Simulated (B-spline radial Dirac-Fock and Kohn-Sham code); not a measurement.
# Photoionisation of rhenium ions at Mo Kα (17479.3 eV)

Model: the independent-particle Dirac-Slater model, thresholds from Dirac-Fock. Program: a B-spline atomic structure program. Cross sections in kb; a dash marks an empty subshell or a threshold above the photon energy.

```tsv
ion	configuration	total	3s	3p3/2	4f5/2	5s	5p1/2
Re	[Xe] 4f14 5d5 6s2	29.21	1.27	1.84	0.00415	0.0599	0.0441
Re⁴⁺	[Xe] 4f14 5d3	29.21	1.27	1.84	0.00417	0.0610	0.0456
Re⁶⁺	[Xe] 4f14 5d1	29.21	1.27	1.84	0.00419	0.0628	0.0478
```

Values without a named source are computed, but for edge energies of neutral atoms, which are taken from tables.
